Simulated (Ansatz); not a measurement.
Total energies of SnGe6 (the lowest singlet isomer of a short search) from Ansatz at PBE-D4/def2-SVP, gas phase (1 Eh = 27.2114 eV = 2625.5 kJ/mol). The reference geometry is relaxed at PBE-D4/def2-SVP.

Cartesian coordinates in Å:
```
Sn 0.7542 1.9069 1.4085
Ge -1.5876 0.2481 1.6385
Ge 0.7009 -0.8958 0.8083
Ge 1.9735 0.7278 -0.9178
Ge -0.7109 0.8705 -0.8270
Ge -1.6450 -1.5742 -0.2800
Ge 0.5149 -1.2832 -1.8305
```

| state | geometry | energy (Eh) |
| --- | --- | --- |
| charge 0 singlet | reference | -12673.13542 |
| charge 1 doublet | reference | -12672.85815 |
| charge -1 doublet | reference | -12673.19792 |
| free Sn atom (triplet) | – | -214.24400 |
| free Ge atom (triplet) | – | -2076.34106 |

In the def2 sets Sn takes a core potential; there is no spin–orbit coupling.

Question: Work out the vertical ionisation energy to the doublet.

Answer: E(charge 1 doublet) − E(charge 0 singlet) = -12672.85815 − (-12673.13542) = 0.27727 Eh = 7.54 eV. For comparison, −ε of the highest occupied level is 5.39 eV at this level, 2.15 eV less.

Question: Work out the vertical electron affinity, to the doublet.

Answer: E(charge 0 singlet) − E(charge -1 doublet) = -12673.13542 − (-12673.19792) = 0.06250 Eh = 1.70 eV. The basis lacks diffuse functions, which makes affinities too small.

Question: Give the fundamental gap IE − EA, the Mulliken electronegativity (IE + EA)/2 and the hardness (IE − EA)/2.

Answer: From the values in Eh: IE − EA = 0.27727 − 0.06250 = 0.21477 Eh = 5.84 eV; (IE + EA)/2 = 4.62 eV; (IE − EA)/2 = 2.92 eV. The HOMO–LUMO gap of the same run is 1.71 eV, 4.13 eV smaller than the fundamental gap.

Question: What is the binding energy per atom against free atoms?

Answer: Atoms: 1 × (-214.24400) + 6 × (-2076.34106) = -12672.29036 Eh. Binding: -12672.29036 − (-12673.13542) = 0.84506 Eh = 23.00 eV, or 3.29 eV for each of 7 atoms (no zero-point energy, no counterpoise term).

At PBE-D4/def2-SVP the highest occupied level of the charge -1 doublet lies above zero (up to 0.30 eV). By energy differences its removal costs 1.70 eV (vertical, to the charge 0 singlet, at PBE-D4/def2-SVP); self-interaction error and the lack of diffuse functions both raise the level.  

The structure comes from a short search, and lower isomers may exist.
